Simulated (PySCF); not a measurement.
(E)-2-bromo-1-fluoroprop-1-ene (C₃H₄BrF), SMILES C/C(Br)=C\F. Heavy atoms are numbered as in [CH3:1]/[C:2]([Br:3])=[CH:4]\[F:5]. Hydrogens are named by the atom that carries them.

Geometry: PBE0-D3(BJ)/def2-SVP.

Calculation: PBE/pcSseg-1 in PySCF.

GIAO shieldings, no solvent; atoms alike by connectivity are averaged. δ = σ(ref) − σ: ¹³C against TMS (σ = 182.0 ppm); ¹⁹F against CFCl3 (σ = 133.6 ppm); ¹H against TMS (σ = 31.49 ppm), references at their B3LYP-D3(BJ)/def2-TZVP geometries, non-relativistic (without spin–orbit terms, shifts of atoms bonded to Cl or Br come out too high).

**Question.** Estimate the chemical shifts. (An estimate is asked for; the answer gives what the named calculation found.)

**Answer.** 
```json
[
 {"nucleus": "¹³C", "atoms": "C4 (CH)", "count": "1", "δ (ppm)": "155.5"},
 {"nucleus": "¹³C", "atoms": "C2", "count": "1", "δ (ppm)": "128.7"},
 {"nucleus": "¹³C", "atoms": "C1 (CH3)", "count": "1", "δ (ppm)": "22.4"},
 {"nucleus": "¹⁹F", "atoms": "F5", "count": "1", "δ (ppm)": "-126.4"},
 {"nucleus": "¹H", "atoms": "H on C4", "count": "1", "δ (ppm)": "7.19"},
 {"nucleus": "¹H", "atoms": "H on C1", "count": "3", "δ (ppm)": "2.37"}
]
```
